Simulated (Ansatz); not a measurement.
Total energies of (Br2Al-mu-OH)3 (Al₃Br₆O₃H₃) from Ansatz at PBE-D4/def2-SVP, gas phase (1 Eh = 27.2114 eV = 2625.5 kJ/mol). The reference geometry is relaxed at r2SCAN-D4/def2-SVP.

```xyz
15

Al    1.900   -0.476   -0.028
Br    3.642    0.755   -0.797
Br    2.180   -2.522    0.846
O     0.982    0.617    1.145
Al   -0.791    0.674    1.660
Br   -1.278   -1.047    3.012
Br   -1.202    2.823    2.252
O    -1.570    0.441    0.002
Al   -1.178   -0.694   -1.402
Br   -1.771   -2.799   -0.906
Br   -1.905    0.354   -3.277
O     0.660   -0.515   -1.397
H     1.477    1.418    1.388
H    -2.161    1.171   -0.250
H     1.016   -0.199   -2.246
```

| state | geometry | energy (Eh) |
| --- | --- | --- |
| charge 0 singlet | reference | -16395.23167 |
| charge -1 doublet | reference | -16395.23126 |
| free Al atom (doublet) | – | -242.14160 |
| free Br atom (doublet) | – | -2573.40726 |
| free O atom (triplet) | – | -74.91467 |
| free H atom (doublet) | – | -0.49863 |

(1) Work out the vertical electron affinity, to the doublet.

(2) What is the binding energy per atom against free atoms?

(1) E(charge 0 singlet) − E(charge -1 doublet) = -16395.23167 − (-16395.23126) = -0.00041 Eh = -0.01 eV; so near zero that its sign isn't settled. The basis lacks diffuse functions, which makes affinities too small.

(2) Atoms: 3 × (-242.14160) + 6 × (-2573.40726) + 3 × (-74.91467) + 3 × (-0.49863) = -16393.10826 Eh. Binding: -16393.10826 − (-16395.23167) = 2.12341 Eh = 57.78 eV, or 3.85 eV for each of 15 atoms (no zero-point energy, no counterpoise term).

At PBE-D4/def2-SVP the highest occupied level of the charge -1 doublet lies above zero (up to 1.84 eV). Energy differences put its binding near zero (-0.01 eV; vertical, to the charge 0 singlet, at PBE-D4/def2-SVP), which leaves it undecided.
